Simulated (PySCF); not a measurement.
# Vibration and rotation of BiP⁺

UHF-CCSD(T) constants of BiP⁺, ²Π (doublet), unpaired electrons π ↑ (Bi def2-SVP with ECP60, P def2-SVP; scalar-relativistic core potentials (PySCF 2.14); masses 208.9804 and 30.9738 u):

```
ωe              : 365.9 cm⁻¹
ωexe            : 1.85 cm⁻¹
Be              : 0.1048 cm⁻¹
αe              : 0.000497 cm⁻¹
D (centrifugal) : 3.44e-08 cm⁻¹
```

**Question.** Give the vibrational terms G(v) and spacings up to v = 6.

**Answer.** G(v) = ωe(v+½) − ωexe(v+½)².

```tsv
v	G(v) (cm⁻¹)	G(v) − G(v−1)	Bv (cm⁻¹)
0	182.5		0.1046
1	544.7	362.2	0.1041
2	903.2	358.5	0.1036
3	1258.0	354.8	0.1031
4	1609.1	351.1	0.1026
5	1956.5	347.4	0.1021
6	2300.2	343.7	0.1016
```

Correlated steps freeze 9 core orbitals. Spin–orbit coupling is left out, which matters for elements this heavy, above all for dissociation energies. The state is the lowest determinant that a PBE0 search found; another state may lie lower at other levels.
